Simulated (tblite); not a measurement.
Species: C7H9PSe.
Z-matrix (Å and degrees, GFN2-xTB geometry), rows numbered from 1:
```
C 
C   1  1.2032
P   2  1.7647  1  170.04
Se  3  2.0915  2  113.72  1    10.00
C   3  1.8088  2  104.88  1   133.97
C   5  1.3229  3  123.64  2   -17.10
C   3  1.8236  2  103.43  1  -116.24
C   7  1.5021  3  116.81  2   160.56
C   8  1.4887  7   60.26  3  -107.42
H   1  1.0518  2  176.47  3   177.73
H   5  1.0842  3  113.65  2   169.87
H   6  1.0786  5  121.34  3     5.83
H   6  1.0782  5  121.92  3  -174.90
H   7  1.0842  3  114.32  2   -53.64
H   8  1.0822  7  117.45  9   107.19
H   8  1.0797  7  118.11  9  -109.61
H   9  1.0819  7  117.32  8  -107.51
H   9  1.0795  7  118.02  8   109.66
```

Level: GFN2-xTB in tblite, geometry and Hessian alike; calculated harmonic values, unscaled, isolated species. Errors from tens to a few hundred cm⁻¹ against measured bands are possible. One conformer, not necessarily the lowest.

Harmonic wavenumbers (cm⁻¹): 36.8, 50.1, 84.8, 94.5, 120.5, 138.4, 149.6, 241.2, 285.9, 305.0, 338.4, 378.1, 452.0, 533.1, 649.6, 665.2, 678.9, 699.8, 733.6, 803.0, 827.7, 899.4, 959.8, 980.1, 983.7, 998.0, 1009.7, 1061.7, 1070.8, 1081.9, 1146.6, 1195.5, 1219.6, 1320.1, 1385.5, 1422.3, 1471.5, 1651.1, 2185.3, 3015.5, 3021.7, 3060.5, 3065.2, 3086.5, 3088.6, 3101.0, 3113.6, 3362.5.

A = 998.7, B = 885.7, C = 708.6 MHz; mass 203.961 u (most abundant isotopes); point group C1, symmetry number 1.

Problem. What is the zero-point energy?

Solution. ½Σν̃ = 29112 cm⁻¹ = 83.23 kcal/mol.

Problem. Give the ideal-gas entropy at 400 K and 1 bar in the rigid-rotor, harmonic-oscillator model (classical rotation).

Solution. Translation 43.33, rotation 31.49, vibration 49.04: S = 123.9 cal/(mol K).

Problem. And Cp and H(400 K) − H(0)?

Solution. Cp = 51.72 cal/(mol K), of which vibrations give 43.77 (their classical limit is 48 R = 95.4); H(400 K) − H(0) = 12.76 kcal/mol without the zero-point energy, 9.58 from vibrations.

Problem. What must be added to the electronic energy to get the Gibbs energy at 400 K and 1 bar?

Solution. ZPE + [H(400 K) − H(0)] − T·S = 83.23 + 12.76 − 49.55 = 46.44 kcal/mol.

Problem. How do the functions run with temperature in this model?

Solution. 
```json
{"T (K)": "150", "S (cal/(mol K))": "86.7", "Cp (cal/(mol K))": "27.5", "H − H(0) (kcal/mol)": "2.78", "G − H(0) (kcal/mol)": "-10.22", "ln q(vib)": "4.56"}
{"T (K)": "250", "S (cal/(mol K))": "103.0", "Cp (cal/(mol K))": "37.5", "H − H(0) (kcal/mol)": "6.03", "G − H(0) (kcal/mol)": "-19.73", "ln q(vib)": "7.94"}
{"T (K)": "298.15", "S (cal/(mol K))": "110.1", "Cp (cal/(mol K))": "42.4", "H − H(0) (kcal/mol)": "7.95", "G − H(0) (kcal/mol)": "-24.86", "ln q(vib)": "9.49"}
{"T (K)": "600", "S (cal/(mol K))": "147.5", "Cp (cal/(mol K))": "65.0", "H − H(0) (kcal/mol)": "24.53", "G − H(0) (kcal/mol)": "-64.00", "ln q(vib)": "18.40"}
{"T (K)": "900", "S (cal/(mol K))": "176.4", "Cp (cal/(mol K))": "77.1", "H − H(0) (kcal/mol)": "46.00", "G − H(0) (kcal/mol)": "-112.76", "ln q(vib)": "26.15"}
```

q(vib) and H(0) count from the zero-point level.

Problem. Blend soft modes into free rotors: weight 1/[1 + (100 cm⁻¹/ν̃)⁴] for the oscillator and the rest for a rotor with moment μB/(μ + B), μ = h/(8π²ν), B = 10⁻⁴⁴ kg m². What vibrational entropy results?

Solution. 44.10 cal/(mol K) in place of 49.04, which changes −T·S at 400 K by +1.97 kcal/mol.

Hindered rotation and anharmonicity are outside this model. Other conformers, if any are populated, would add a mixing term that is left out. The structure is chiral; the term R ln 2 for an equal mix with its mirror image is left out.

On one thread, Arm Neoverse V1 (aarch64), no GPU, shared host with 32 logical CPUs at a one-minute load of 11, this took 0.83 s of wall time. This covers the Hessian and the dipole derivatives.
